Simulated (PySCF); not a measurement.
# PySCF run on RbLi⁺

Input:

```python
from pyscf import gto, scf, mp

mol = gto.M(
    atom='Rb 0 0 0; Li 0 0 3.273',
    basis='lanl2dz',
    ecp={'Rb': 'lanl2dz'},
    charge=1,
    spin=1,
    verbose=4,
)
mf = scf.UHF(mol)
mf.kernel()
mp.MP2(mf).kernel()
mf.dip_moment()
print('orbital energies (hartree):', [e[max(0, n-3):n+3].round(4) for e, n in zip(mf.mo_energy, mol.nelec)])
```

```bash
$ OMP_NUM_THREADS=1 python input.py
```

It prints (some set-up lines and the per-cycle HOMO/LUMO lines with their warnings removed):

```
PySCF version 2.14.0

[INPUT] verbose = 4
[INPUT] num. atoms = 2
[INPUT] num. electrons = 11
[INPUT] charge = 1
[INPUT] spin (= nelec alpha-beta = 2S) = 1
[INPUT] symmetry False subgroup None
[INPUT] Mole.unit = angstrom
[INPUT] Symbol           X                Y                Z      unit          X                Y                Z       unit  Magmom
[INPUT]  1 Rb     0.000000000000   0.000000000000   0.000000000000 AA    0.000000000000   0.000000000000   0.000000000000 Bohr   0.0
[INPUT]  2 Li     0.000000000000   0.000000000000   3.273000000000 AA    0.000000000000   0.000000000000   6.185073605701 Bohr   0.0

nuclear repulsion = 4.36534821107241
number of shells = 10
number of NR pGTOs = 45
number of NR cGTOs = 21
basis = lanl2dz
ecp = {'Rb': 'lanl2dz'}

******** <class 'pyscf.scf.uhf.UHF'> ********
method = UHF
initial guess = minao
damping factor = 0
level_shift factor = 0
DIIS = <class 'pyscf.scf.diis.CDIIS'>
diis_start_cycle = 1
diis_space = 8
diis_damp = 0
SCF conv_tol = 1e-09
SCF conv_tol_grad = None
SCF max_cycles = 50
direct_scf = True
direct_scf_tol = 1e-13
number electrons alpha = 6  beta = 5
Set gradient conv threshold to 3.16228e-05
init E= -31.0482422601716

cycle= 1 E= -30.858703310683  delta_E= 0.19  |g|= 0.0583  |ddm|= 0.772
cycle= 2 E= -30.8716479877469  delta_E= -0.0129  |g|= 0.0255  |ddm|= 0.235
cycle= 3 E= -30.8755203634748  delta_E= -0.00387  |g|= 0.00951  |ddm|= 0.172
cycle= 4 E= -30.8761258019577  delta_E= -0.000605  |g|= 0.00225  |ddm|= 0.0922
cycle= 5 E= -30.8761633801785  delta_E= -3.76e-05  |g|= 0.000692  |ddm|= 0.0199
cycle= 6 E= -30.8761678056789  delta_E= -4.43e-06  |g|= 0.000182  |ddm|= 0.00595
cycle= 7 E= -30.8761681082832  delta_E= -3.03e-07  |g|= 1.26e-05  |ddm|= 0.00183
cycle= 8 E= -30.8761681090605  delta_E= -7.77e-10  |g|= 1.47e-06  |ddm|= 0.00016
Extra cycle  E= -30.8761681090664  delta_E= -5.91e-12  |g|= 4.6e-07  |ddm|= 2.05e-05
converged SCF energy = -30.8761681090664  <S^2> = 0.75009351  2S+1 = 2.0000935

******** <class 'pyscf.mp.ump2.UMP2'> ********
nocc = (np.int64(6), np.int64(5)), nmo = (21, 21)
E(UMP2) = -30.8769982669977  E_corr = -0.000830157931310533
E(SCS-UMP2) = -30.8769971949467  E_corr = -0.000829085880286355
E_corr(same-spin) = -0.000192811889176482
E_corr(oppo-spin) = -0.000637346042134051

WARN: System has nonzero charge 1; the dipole moment is origin-dependent.
Location of origin: [0. 0. 0.]

Dipole moment(X, Y, Z, Debye):  0.00000,  0.00000,  4.30650
orbital energies (hartree): [array([-0.9637, -0.9637, -0.3579, -0.1141, -0.1041, -0.1041]), array([-0.9624, -0.9624, -0.962 , -0.1273, -0.0976, -0.0824])]
```

In short: E(SCF) = -30.876168 Eh, 8 cycles, E(MP2) − E(SCF) = -0.00083 Eh, ⟨S²⟩ = 0.750.

It ran on Intel Xeon 6975P-C (1 thread, shared host) in 0.6 s, peak memory 0.12 GiB.

The bond length is a typed value, not an optimised one. The dipole of an ion depends on the origin. No search for the lowest solution was made.
